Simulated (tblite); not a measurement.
Compound: C6H4ClFO.
Numbering: `[O:1]=[CH:2][C:3]1=[C:4]([Cl:5])[CH:6]=[CH:7][C@@H:8]1[F:9]` (hydrogens: H10 on C2; H11 on C6; H12 on C7; H13 on C8)

Computed with GFN2-xTB (tblite), gas phase: L-BFGS steps from a force-field or distance-geometry start until the largest atomic force falls under 0.01 eV/Å.

Step 6: E = -766.5693 eV
```
atom  x, y, z in Å  |  force x, y, z in eV/Å
O1      2.7289    1.1874    0.3536    0.098  -0.058   0.019
C2      2.0880    0.1725    0.2292   -0.070  -0.114  -0.080
C3      0.6534    0.1262    0.0240   -0.032  -0.066   0.271
C4     -0.2037    1.1827   -0.0084    0.003   0.083  -0.090
Cl5     0.2626    2.7898    0.1356   -0.167   0.214  -0.049
C6     -1.5741    0.7242   -0.2012   -0.003  -0.203   0.001
C7     -1.5764   -0.6121   -0.2604    0.067  -0.004   0.154
C8     -0.1724   -1.1321   -0.0747   -0.023  -0.141  -0.017
F9     -0.0655   -1.9060    1.0621   -0.023   0.017   0.010
H10     2.5663   -0.8282    0.2507   -0.020   0.093   0.034
H11    -2.4403    1.3537   -0.2676    0.092   0.164  -0.037
H12    -2.4207   -1.2683   -0.3743    0.058   0.035   0.033
H13     0.1495   -1.7893   -0.8863    0.020  -0.020  -0.251
```

Step 7: E = -766.5772 eV
```
atom  x, y, z in Å  |  force x, y, z in eV/Å
O1      2.7350    1.1842    0.3546    0.023  -0.072  -0.014
C2      2.0886    0.1723    0.2269   -0.002  -0.106   0.002
C3      0.6543    0.1231    0.0296   -0.132   0.148   0.201
C4     -0.2042    1.1823   -0.0119    0.063   0.058  -0.039
Cl5     0.2485    2.7989    0.1328   -0.157   0.053  -0.066
C6     -1.5758    0.7225   -0.2025    0.040  -0.030   0.017
C7     -1.5754   -0.6125   -0.2559    0.035  -0.038   0.107
C8     -0.1728   -1.1346   -0.0735    0.008  -0.070  -0.004
F9     -0.0649   -1.9148    1.0559   -0.025  -0.013   0.097
H10     2.5653   -0.8280    0.2520   -0.006   0.055   0.014
H11    -2.4355    1.3659   -0.2685    0.140   0.044  -0.039
H12    -2.4169   -1.2686   -0.3726   -0.007  -0.012   0.038
H13     0.1496   -1.7901   -0.8846    0.021  -0.017  -0.313
```

Step 8: E = -766.5843 eV
```
atom  x, y, z in Å  |  force x, y, z in eV/Å
O1      2.7406    1.1795    0.3551   -0.039  -0.073  -0.046
C2      2.0887    0.1707    0.2249    0.023  -0.036   0.091
C3      0.6527    0.1226    0.0389   -0.088   0.176   0.092
C4     -0.2039    1.1829   -0.0158    0.024   0.073   0.025
Cl5     0.2330    2.8083    0.1290   -0.133  -0.073  -0.081
C6     -1.5765    0.7212   -0.2033    0.100   0.005   0.022
C7     -1.5740   -0.6146   -0.2497    0.004   0.054   0.041
C8     -0.1727   -1.1384   -0.0728    0.045   0.010   0.006
F9     -0.0649   -1.9225    1.0523   -0.013  -0.039   0.112
H10     2.5645   -0.8270    0.2534    0.007  -0.026  -0.010
H11    -2.4283    1.3773   -0.2701    0.140  -0.046  -0.041
H12    -2.4135   -1.2689   -0.3702   -0.074  -0.064   0.045
H13     0.1500   -1.7908   -0.8894    0.004   0.041  -0.256
```

**Question.** Estimate the geometry and energy of step 9. (The exact step hangs on the optimiser's Hessian estimate; all steps are aligned on step 8, rigid shifts and turns removed.)

**Answer.** E = -766.5891 eV, largest force 0.180 eV/Å
```
atom  x, y, z in Å  |  force x, y, z in eV/Å
O1      2.7444    1.1750    0.3547   -0.051  -0.038  -0.056
C2      2.0884    0.1688    0.2251    0.019   0.006   0.134
C3      0.6509    0.1244    0.0475   -0.024   0.108   0.006
C4     -0.2039    1.1851   -0.0182    0.005   0.029   0.073
Cl5     0.2191    2.8144    0.1246   -0.095  -0.093  -0.083
C6     -1.5752    0.7204   -0.2034    0.096   0.039   0.016
C7     -1.5732   -0.6154   -0.2444   -0.021   0.036  -0.015
C8     -0.1717   -1.1411   -0.0723    0.051   0.059   0.016
F9     -0.0650   -1.9288    1.0515    0.002  -0.031   0.053
H10     2.5640   -0.8269    0.2543    0.004  -0.085  -0.023
H11    -2.4203    1.3850   -0.2721    0.109  -0.089  -0.041
H12    -2.4122   -1.2702   -0.3675   -0.076  -0.056   0.057
H13     0.1502   -1.7902   -0.8974   -0.020   0.116  -0.136
```

The energy changes by -0.0048 eV. The first-order estimate −F·Δx gives -0.0069 eV and the mean of the old and new forces, exact on a quadratic surface, -0.0049 eV. The step makes an angle of 57° with the force vector and moves no atom by more than 0.016 Å.

The cost below is that of the whole relaxation. The run took 0.45 s on Arm Neoverse N1, one thread, shared host.
